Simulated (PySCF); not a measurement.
PySCF input for SiH3Cl, SMILES [SiH3]Cl, HF/pcSseg-2. The structure is a stationary point at B3LYP-D3(BJ)/def2-TZVP. The isomer is the one that the SMILES or the coordinates give; other isomers of the formula were not compared.

```python
import numpy as np
from pyscf import gto, scf, dft
from pyscf.prop.nmr import rhf as nmr

mol = gto.M(
    atom='''
    Si   -0.00000000   -0.00000000   -0.99188994
    Cl    0.00000000    0.00000000    1.07443362
    H     1.21219284    0.69985986   -1.45963746
    H    -1.21219282    0.69985985   -1.45963747
    H     0.00000000   -1.39971971   -1.45963747
    ''',
    basis='pcSseg-2',
    charge=0,
    spin=0,
    max_memory=1600,
    verbose=3,
)
mf = scf.RHF(mol)
mf.conv_tol = 1e-10
mf.max_cycle = 100
mf.kernel()
n = nmr.NMR(mf)
n.verbose = 2
n.max_cycle_cphf = 60
sigma = n.kernel()
print('atom   isotropic/ppm   span/ppm')
for i, s in enumerate(sigma):
    w = np.linalg.eigvalsh((s + s.T) / 2)
    print(f'{mol.atom_symbol(i):2s}{i + 1:3d} {w.mean():14.3f} {w[2] - w[0]:11.3f}')
```

It prints:

```
converged SCF energy = -750.256613201279
atom   isotropic/ppm   span/ppm
Si  1        422.472      65.721
Cl  2       1051.613       8.607
H   3         27.205       8.997
H   4         27.205       8.997
H   5         27.205       8.997
```

The calculation finished and met its thresholds.

Cost: around 25 core-seconds (rough).
